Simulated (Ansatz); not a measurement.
Ansatz (an electronic-structure program) input (B3LYP-D3(BJ)/def2-TZVP):

Ansatz 0.2 input:
```yaml
crystal:
  periodic: [false, false, false]
  atoms:
    - {symbol: C, position_ang: [1.53613505, -0.37765297, 0.27126387]}
    - {symbol: Si, position_ang: [0.09114649, 0.86054214, 0.17352481]}
    - {symbol: C, position_ang: [-1.59470490, -0.01988413, 0.05530362]}
    - {symbol: Cl, position_ang: [0.34016355, 2.01365327, -1.51258001]}
    - {symbol: H, position_ang: [1.44492390, -1.02223781, 1.13950986]}
    - {symbol: H, position_ang: [2.49386072, 0.13035587, 0.33119042]}
    - {symbol: H, position_ang: [1.55118575, -1.00935906, -0.61595891]}
    - {symbol: H, position_ang: [-2.41250844, 0.69114799, -0.01077176]}
    - {symbol: H, position_ang: [-1.77110300, -0.65240587, 0.91923186]}
    - {symbol: H, position_ang: [-1.62968583, -0.64799197, -0.83374942]}
basis:
  gaussian:
    orbitals: def2-TZVP
hamiltonian:
  xc: b3lyp
  dispersion: d3bj
magnetization: {spin_polarized: true, initial_magnetization: 1}
relax: {f_tol: 0.002, max_steps: 150}
```

End of the output:

```
mean field -22575.57529988 eV, -829.6370899959 hartree, gradient 2.4e-5 eV, S^2 0.751505; 1 other end points of the search recorded, 0 dependent functions left out
the calculation of the forces begins
reference -22575.57557718 eV, -829.6371001866 hartree; 25, 24 occupied and 147, 148 virtual orbitals, 1148 factors
Total energy: -22575.99554544 eV, -829.6525337357 hartree
Atom 0 at     1.511427    -0.376292     0.267918 Å, force     0.000736    -0.000495     0.000820 eV/Å
Atom 1 at     0.087978     0.845670     0.194715 Å, force     0.000019     0.000324    -0.000362 eV/Å
Atom 2 at    -1.570011    -0.023926     0.054595 Å, force    -0.000927    -0.000347     0.000754 eV/Å
Atom 3 at     0.341023     2.025740    -1.511412 Å, force     0.000015    -0.000056     0.000006 eV/Å
Atom 4 at     1.417127    -1.013583     1.149699 Å, force     0.000034     0.000111    -0.000628 eV/Å
Atom 5 at     2.471418     0.137854     0.312831 Å, force    -0.000307     0.000137    -0.000132 eV/Å
Atom 6 at     1.501833    -1.011529    -0.622684 Å, force    -0.000656     0.000143     0.000092 eV/Å
Atom 7 at    -2.386876     0.693403    -0.023618 Å, force     0.000361     0.000077    -0.000086 eV/Å
Atom 8 at    -1.742207    -0.652220     0.931046 Å, force     0.000070     0.000093    -0.000631 eV/Å
Atom 9 at    -1.582299    -0.658950    -0.836126 Å, force     0.000655     0.000013     0.000166 eV/Å
Dipole moment:    -0.058345    -0.368236     0.234609 e Å
```

It need not be the lowest isomer of its formula.
